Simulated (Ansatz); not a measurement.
Input file for `ClB(Cl)I`:

```yaml
crystal:
  periodic: [false, false, false]
  atoms:
    - {symbol: Cl, position_ang: [-0.477559, -1.727443, 0.090681]}
    - {symbol: B, position_ang: [0.029113, -0.068911, 0.072559]}
    - {symbol: Cl, position_ang: [0.811524, 0.613183, 1.461942]}
    - {symbol: I, position_ang: [-0.307578, 1.122871, -1.645482]}
basis:
  gaussian: {orbitals: def2-TZVPP}
correlation: {method: ccsd_t}
output: {orbitals: {seedname: orbitals}}
```

```sh
$ ansatz run in.yaml --threads 2 --pin off --events-out ev --progress --plain
```

Output of Ansatz, abridged:

```
Functional definition: HF
1184 factors; integrals over basis functions are off by at most 5.4e-4 eV
mean field evaluation 1: about -33753.8432 eV, gradient 1.8e1 eV
mean field evaluation 2: about -33753.9782 eV, gradient 1.9e1 eV
mean field evaluation 4: about -33755.2120 eV, gradient 2.8e0 eV
mean field evaluation 8: about -33755.2489 eV, gradient 3.8e-4 eV
mean field -33755.24886148 eV, -1240.4825155299 hartree, gradient 1.5e-6 eV, S^2 0.000000; 0 other end points of the search recorded, 0 dependent functions left out
15 core orbitals not correlated: weight in the atoms' cores, before any rotation towards them, 1.000 or more for the frozen orbitals, at most 0.000 for the correlated occupied ones
reference -33755.24886148 eV, -1240.4825155299 hartree; 17, 17 occupied and 133, 133 virtual orbitals, 1184 factors
second order -26.43528825 eV of doubles, -0.00000000 eV of singles
cycle   1  -25.72651652 eV  change    7.1e-1 eV  update   1.1e-1
cycle   2  -26.32618440 eV  change   -6.0e-1 eV  update   2.9e-2
cycle   3  -26.43034957 eV  change   -1.0e-1 eV  update   1.5e-2
cycle   4  -26.40252070 eV  change    2.8e-2 eV  update   4.4e-3
cycle   5  -26.40124917 eV  change    1.3e-3 eV  update   2.3e-3
cycle   6  -26.40248877 eV  change   -1.2e-3 eV  update   5.9e-4
cycle   7  -26.40207566 eV  change    4.1e-4 eV  update   2.6e-4
cycle   8  -26.40201770 eV  change    5.8e-5 eV  update   8.0e-5
cycle   9  -26.40208322 eV  change   -6.6e-5 eV  update   4.3e-5
cycle  10  -26.40206168 eV  change    2.2e-5 eV  update   1.4e-5
perturbative correction -0.95027899 eV, -0.0349221089 hartree
Total energy: -33782.60120216 eV, -1241.4876955097 hartree
```

Hardware: 2 threads of a server CPU on a shared host. Wall time 2.8 min, peak host memory 1.4 GiB.

MP2 recovers 96.6 % of the CCSD(T) correlation energy and the triples give 3.5 %; T1 = 0.0108.
